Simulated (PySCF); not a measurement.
Record of a relaxation.

C₃H₂IOP.
Numbering: `[I:1][c:2]1[cH:3][p:4][cH:5][o:6]1` (hydrogens: H7 on C3; H8 on C5)

Method: PySCF 2.14.0, PBE0-D3(BJ)/def2-SVP geometry optimisation, gas phase, def2 core potentials past Kr; density fitting, grid level 1; the optimiser is geomeTRIC in internal coordinates, started from a GFN2-xTB structure with every atom displaced at random (about 0.01 Å). The frame can shift and turn from step to step; on so coarse a grid that alone can change the energy by a few meV, and forces under 0.02 eV/Å are noise.

Step 0: E = -22563.2992 eV, largest atomic force 1.749 eV/Å
```
atom  x, y, z in Å  |  force x, y, z in eV/Å
I1      2.692   -1.098    0.538   -0.683   0.328  -0.150
C2      0.785   -0.256    0.131    1.261  -0.104   0.117
C3      0.471    0.989   -0.319    1.739  -0.050   0.179
P4     -1.229    1.165   -0.484   -1.705   0.004  -0.159
C5     -1.395   -0.460    0.053    0.746   1.262  -0.298
O6     -0.239   -1.064    0.345   -0.173  -0.502   0.088
H7      1.228    1.749   -0.523   -0.079  -0.066  -0.001
H8     -2.258   -1.045    0.206   -1.106  -0.872   0.222
```

Step 1: E = -22563.3636 eV, largest atomic force 0.422 eV/Å
```
atom  x, y, z in Å  |  force x, y, z in eV/Å
I1      2.520   -0.743    1.269    0.034  -0.122  -0.184
C2      0.802   -0.235    0.217   -0.087  -0.012   0.395
C3      0.553    0.886   -0.502   -0.244   0.074  -0.049
P4     -1.195    1.009   -0.859    0.099   0.100  -0.194
C5     -1.393   -0.465   -0.029   -0.049  -0.415   0.062
O6     -0.268   -1.007    0.475   -0.001   0.133   0.012
H7      1.309    1.620   -0.766    0.069   0.049  -0.006
H8     -2.283   -1.084    0.145    0.180   0.193  -0.035
```

Step 2: E = -22563.4037 eV, largest atomic force 0.253 eV/Å
```
atom  x, y, z in Å  |  force x, y, z in eV/Å
I1      2.541   -0.822    1.202    0.016   0.033  -0.075
C2      0.789   -0.192    0.285   -0.163   0.063   0.183
C3      0.537    0.910   -0.468    0.136  -0.003  -0.159
P4     -1.184    0.970   -0.940    0.095  -0.009   0.114
C5     -1.387   -0.468   -0.041   -0.011  -0.182  -0.003
O6     -0.279   -0.965    0.539   -0.080   0.061  -0.088
H7      1.300    1.631   -0.757    0.011   0.005   0.025
H8     -2.271   -1.083    0.129   -0.005   0.030   0.004
```

Step 3: E = -22563.4050 eV, largest atomic force 0.243 eV/Å
```
atom  x, y, z in Å  |  force x, y, z in eV/Å
I1      2.549   -0.816    1.165    0.040  -0.042   0.064
C2      0.769   -0.176    0.320    0.063  -0.066  -0.005
C3      0.550    0.912   -0.461   -0.189  -0.117   0.028
P4     -1.168    0.965   -0.937   -0.100   0.030  -0.110
C5     -1.395   -0.481   -0.053    0.111   0.216  -0.019
O6     -0.298   -0.956    0.559    0.150   0.010  -0.022
H7      1.324    1.620   -0.754   -0.035  -0.014   0.050
H8     -2.285   -1.087    0.111   -0.040  -0.018   0.014
```

Step 4: E = -22563.4096 eV, largest atomic force 0.037 eV/Å
```
atom  x, y, z in Å  |  force x, y, z in eV/Å
I1      2.548   -0.820    1.183   -0.019   0.004  -0.007
C2      0.776   -0.184    0.311    0.004  -0.036  -0.007
C3      0.543    0.905   -0.466    0.011   0.030  -0.013
P4     -1.174    0.970   -0.942    0.021  -0.026   0.007
C5     -1.390   -0.473   -0.053   -0.015  -0.006   0.008
O6     -0.291   -0.962    0.547    0.001   0.031   0.002
H7      1.314    1.621   -0.748    0.005   0.008   0.013
H8     -2.281   -1.076    0.118   -0.008  -0.005  -0.002
```

Step 5: E = -22563.4097 eV, largest atomic force 0.033 eV/Å
```
atom  x, y, z in Å  |  force x, y, z in eV/Å
I1      2.544   -0.824    1.184    0.006  -0.004   0.003
C2      0.777   -0.186    0.308   -0.022   0.002   0.025
C3      0.546    0.906   -0.465   -0.008  -0.011  -0.022
P4     -1.170    0.967   -0.948   -0.006   0.021   0.009
C5     -1.392   -0.472   -0.053    0.016  -0.001  -0.013
O6     -0.292   -0.960    0.547    0.005  -0.005   0.004
H7      1.316    1.625   -0.741    0.003  -0.003  -0.001
H8     -2.284   -1.074    0.118    0.005   0.002  -0.004
```

Step 6: E = -22563.4098 eV, largest atomic force under 0.02 eV/Å
```
atom  x, y, z in Å  |  force x, y, z in eV/Å
I1      2.543   -0.827    1.186    0.004  -0.003   0.004
C2      0.775   -0.186    0.310   -0.007   0.004   0.005
C3      0.547    0.905   -0.465   -0.002  -0.001   0.001
P4     -1.169    0.970   -0.946    0.003   0.001  -0.003
C5     -1.391   -0.470   -0.055   -0.003   0.003   0.003
O6     -0.294   -0.960    0.547    0.003  -0.004  -0.009
H7      1.319    1.622   -0.741    0.002  -0.002   0.001
H8     -2.284   -1.073    0.113    0.001   0.002  -0.002
```

Q: Summarise the path.

A: The energy falls by 10.67 kJ/mol from step 0 to step 6; nine tenths of that is first reached at step 2. It falls at every step. The largest force goes from 1.749 to under 0.02 eV/Å. Among the bonds C3–P4 changes most, from 1.717 to 1.783 Å; the atoms move by 0.026 Å rms after alignment.

What follows is the cost of the whole optimisation. Time: 40 s; peak memory 0.46 GiB. Hardware: one thread, Arm Neoverse V2 (aarch64), shared host with 96 logical CPUs at a one-minute load of 42.
